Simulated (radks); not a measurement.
Results of a calculation; reference values are marked as such.
Species: Ar V. Configuration: [He] 2s2 2p5 3s2 3p2 4p1 (not the ground configuration). Level of theory: scalar-relativistic Kohn-Sham, r2SCAN, spin-polarised, spherical densities, finite nucleus; open shells are filled with parallel spins first; meta-GGA in the generalised Kohn-Sham scheme; Fermi nuclear charge, rms radius 3.4274 fm (a radial shooting solver on a logarithmic mesh with Libxc functionals).

X-ray form factor f0, the Fourier transform of the density (f0(0) = 14):

sin(theta)/lambda (1/angstrom),f0 (electrons)
0.05,13.695
0.1,12.924
0.15,11.976
0.2,11.062
0.25,10.238
0.3,9.489
0.4,8.166
0.5,7.127
0.6,6.358
0.8,5.214
1,4.215
1.25,3.150
1.5,2.388
2,1.610
